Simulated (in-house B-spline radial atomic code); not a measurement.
Radial electron density of the bromine ion Br⁶⁺, [Ar] 3d10 4f1. Method: non-relativistic B97-1, spin-polarised, spherical fractional occupations, exact exchange averaged over the configuration, point nucleus. Calculated with an all-electron radial atomic-structure program (B-spline basis).

Columns: r (bohr), 4πr²n(r) (electrons per bohr), bar.

```
 0.00195    1.232 #
 0.00239    1.794 ##
 0.00294    2.612 ##
  0.0036     3.74 ###
 0.00442    5.324 #####
 0.00542    7.465 ######
 0.00665    10.31 #########
 0.00817       14 ############
    0.01    18.46 ################
  0.0123     23.8 #####################
  0.0151    29.55 ##########################
  0.0185    35.11 ##############################
  0.0227    39.72 ##################################
  0.0279    42.41 #####################################
  0.0342     42.5 #####################################
   0.042     40.2 ###################################
  0.0515    36.97 ################################
  0.0632     35.2 ##############################
  0.0775    37.08 ################################
  0.0951    42.71 #####################################
   0.117    48.99 ##########################################
   0.143    50.83 ############################################
   0.176    45.52 #######################################
   0.216    35.93 ###############################
   0.264     29.1 #########################
   0.325    29.21 #########################
   0.398     33.3 #############################
   0.489    34.17 ##############################
     0.6    28.08 ########################
   0.736     17.9 ###############
   0.903    8.752 ########
    1.11     3.28 ###
    1.36    1.094 #
    1.67   0.5352 
    2.05   0.5037 
    2.51   0.4651 
    3.08   0.2957 
    3.78   0.1197 
    4.64  0.02873 
    5.69 0.003569 
    6.98 0.0001871 
    8.57 3.465e-06
```

On this grid the curve has 3 maxima, near 0.0342, 0.143, 0.489 bohr.

The 3d up radial function P(r) = rR(r), positive near the nucleus:

```csv
r (bohr),P
0.0151,0.002059
0.0227,0.006423
0.0342,0.01935
0.0515,0.05491
0.0775,0.1431
0.117,0.3342
0.176,0.661
0.264,1.059
0.398,1.309
0.6,1.171
0.903,0.7108
1.36,0.2559
2.05,0.04244
3.08,0.002255
```
